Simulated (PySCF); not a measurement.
Species: SnHMe2(vinyl), C4H10Sn.
Z-matrix (Å and degrees, PBE0-D3(BJ)/def2-SVP geometry), rows numbered from 1:
```
Sn
H   1  1.7237
C   1  2.1544  2  110.36
H   3  1.0989  1  110.41  2    55.03
H   3  1.0995  1  110.19  2   -65.31
H   3  1.0997  1  109.88  2   174.99
C   1  2.1543  2  110.40  3  -120.64
H   7  1.0991  1  110.36  2   -57.46
H   7  1.0995  1  109.94  2  -177.42
H   7  1.0996  1  110.21  2    62.81
C   1  2.1422  2  106.57  3   119.69
C  11  1.3366  1  122.97  2     1.12
H  11  1.0981  1  118.75  2  -179.02
H  12  1.0966 11  122.15  1    -0.15
H  12  1.0973 11  122.11  1   179.89
```

Level of theory: PBE0-D3(BJ)/def2-SVP geometry optimisation, gas phase, def2 core potentials past Kr in PySCF.

Masses are those of the commonest isotopes; rigid-rotor values at the optimised geometry. The values belong to one conformer.

(1) Give the principal moments of inertia and the rotational constants in MHz.

(2) Classify the top.

(3) What does the inertial defect say?

(4) List the rotational levels J(Ka,Kc) to J = 4 (K).

(5) Which lines would a microwave search look for?

Results:

(1) Ia = 127.88, Ib = 250.71, Ic = 324.22 u·Å²; 505379 MHz·u·Å²/I gives A = 3952, B = 2016, C = 1559 MHz.

(2) An asymmetric top. Ray's parameter κ = (2B − A − C)/(A − C) = -0.618; −1 is the prolate and +1 the oblate limit.

(3) Not planar: Δ = Ic − Ia − Ib = -54.38 u·Å². For a rigid frame Δ = −2 Σ m c², so Σ m c² = 27.19 u·Å² lies off the ab plane: 13.10 from hydrogen and 14.09 from heavier atoms. The atom farthest from that plane is 1.88 Å away.

(4) Above 0(0,0), as E/k:
J = 1: 1(0,1) 0.172, 1(1,1) 0.264, 1(1,0) 0.286
J = 2: 2(0,2) 0.511, 2(1,2) 0.586, 2(1,1) 0.651, 2(2,1) 0.930, 2(2,0) 0.934
J = 3: 3(0,3) 1.013, 3(1,3) 1.065, 3(1,2) 1.197, 3(2,2) 1.445, 3(2,1) 1.462, 3(3,1) 1.966, 3(3,0) 1.967
J = 4: 4(0,4) 1.668, 4(1,4) 1.702, 4(1,3) 1.919, 4(2,3) 2.128, 4(2,2) 2.175, 4(3,2) 2.658, 4(3,1) 2.661, 4(4,1) 3.380, 4(4,0) 3.380
The levels of one J sum to (2J + 1)J(J + 1)(A + B + C)/3.

(5) The dipole components are |μa| = 0.28 D, |μb| = 0.01 D, |μc| = 0.53 D. Intensities carry the squares of the components, which stand as 0.27 : 0.00 : 1.00 (a : b : c). Some lines, for components of 0.1 D or more:

| type | branch | J(Ka,Kc) | MHz | lower level (cm⁻¹) |
| --- | --- | --- | --- | --- |
| a | Q | 3(2,1) ← 3(2,2) | 348 | 1.004 |
| a | Q | 1(1,0) ← 1(1,1) | 457 | 0.184 |
| c | Q | 3(1,3) ← 3(0,3) | 1100 | 0.704 |
| a | Q | 2(1,1) ← 2(1,2) | 1371 | 0.407 |
| c | Q | 2(1,2) ← 2(0,2) | 1551 | 0.355 |
| c | Q | 1(1,1) ← 1(0,1) | 1936 | 0.119 |
| a | Q | 3(1,2) ← 3(1,3) | 2735 | 0.740 |
| a | R | 1(0,1) ← 0(0,0) | 3575 | 0.000 |
| c | Q | 3(2,2) ← 3(1,2) | 5172 | 0.832 |
| c | Q | 2(2,1) ← 2(1,1) | 5809 | 0.453 |
| c | R | 1(1,0) ← 0(0,0) | 5968 | 0.000 |
| a | R | 2(1,2) ← 1(1,1) | 6692 | 0.184 |
| a | R | 2(0,2) ← 1(0,1) | 7077 | 0.119 |
| a | R | 2(1,1) ← 1(1,0) | 7606 | 0.199 |
| a | R | 3(1,3) ← 2(1,2) | 9996 | 0.407 |
| a | R | 3(0,3) ← 2(0,2) | 10447 | 0.355 |
| c | Q | 3(3,1) ← 3(2,1) | 10517 | 1.016 |
| a | R | 3(2,2) ← 2(2,1) | 10724 | 0.647 |
| a | R | 3(2,1) ← 2(2,0) | 11000 | 0.649 |
| a | R | 3(1,2) ← 2(1,1) | 11360 | 0.453 |
| c | R | 2(2,0) ← 1(1,0) | 13486 | 0.199 |
| c | R | 2(2,1) ← 1(1,1) | 13872 | 0.184 |
| c | R | 3(1,2) ← 2(0,2) | 14282 | 0.355 |
| c | R | 3(2,1) ← 2(1,1) | 16880 | 0.453 |
| c | R | 3(2,2) ← 2(1,2) | 17903 | 0.407 |
| c | R | 3(3,0) ← 2(2,0) | 21524 | 0.649 |
| c | R | 3(3,1) ← 2(2,1) | 21589 | 0.647 |

No PBE0-D3(BJ)/def2-SVP frequencies stand behind this structure, so it isn't proved a minimum. These are rigid-rotor constants of the computed structure; measured ground-state constants (B0) also hold zero-point vibration. A rigid rotor knows nothing of internal rotation, which can split or shift real lines.

On Arm Neoverse V1, one thread, no GPU (shared host), this took 59 s wall and 0.49 GiB of memory at its peak. This is the geometry optimisation.
